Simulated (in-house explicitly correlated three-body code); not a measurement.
Computed with an exponentially correlated three-body code. Model: two electrons around a point charge, non-relativistic, variational in 260 exponentially correlated functions (energies converged to about 1e-7 hartree, or 1e-8 relative for large Z).

Command:
```bash
python run_hyl.py task.json out
```
Settings (lengths in bohr, energies in hartree):
```
Z                      1.5
screening              1.2
interaction_strength   1
functions              260
states_tried           1
```

Cost of the run: 3.6 s on 1 thread of AMD EPYC 9R45 96-Core Processor (Zen 5) (shared host).

**Ground state only, binding against the one-electron ion.**

Given: nuclear charge 1.5; Yukawa screening of all interactions 1.2 1/bohr.

Computed: one-electron threshold -0.100584685 hartree.

```
term  energy (hartree)  binding (eV)
1 1S      -0.120117726       0.53152
```

**Converged states only, values per electron or pair (inverse distances are <exp(-kr)/r>).**

```json
{"term": "1 1S", "mean r (bohr)": "2.8416", "mean r squared (bohr²)": "14.17", "mean inverse r (1/bohr)": "0.26772", "mean r12 (bohr)": "4.5394", "mean inverse r12 (1/bohr)": "0.039396", "mean cosine": "-0.028893", "mean p1 dot p2 (bohr⁻²)": "0.011504", "delta r1 (bohr⁻³)": "0.30184", "delta r12 (bohr⁻³)": "0.0055278"}
```
